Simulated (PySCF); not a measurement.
Isomers of C2H5OSi (doublet state), one GFN2-xTB conformer each. Single-point energies are computed at B3LYP/pcH-1 (PySCF, gas phase, no added dispersion term), electronic only. GFN2-xTB treats the open shell by occupation alone, and not every SCF solution was tested for stability.

**Question.** Rank them by B3LYP/pcH-1 energy, lowest first (kcal/mol).
A. `CC(=O)[SiH2]` [radical]
B. `[CH2:1][SiH2:2][CH:3]=[O:4]` (doublet state) with H–C1–Si2–C3 84° and -85°, C1–Si2–C3–O4 95°
C. `[CH3:1][SiH:2][CH:3]=[O:4]` (doublet state) with C1–Si2–C3–O4 0°

**Answer.** C (0.0), A (3.3), B (15.0).

Neighbours under 5.0 kcal/mol apart (C[SiH]C=O and CC(=O)[SiH2]) can change places with a better method, another conformer or zero-point energy. GFN2-xTB itself gives, in the same order: 12.0, 0.0, 34.7. GFN2-xTB puts CC(=O)[SiH2] lowest instead; measured from each level's own lowest isomer, the values differ by up to 19.7 kcal/mol ([CH2][SiH2]C=O: 34.7 against 15.0).

**Question.** As an exercise, what shares would exp(−E/RT) give at 2000 K from these electronic energies alone (no entropy, no degeneracies)?

**Answer.** RT = 3.974 kcal/mol: C[SiH]C=O 68.6 %, CC(=O)[SiH2] 29.8 %, [CH2][SiH2]C=O 1.6 %.
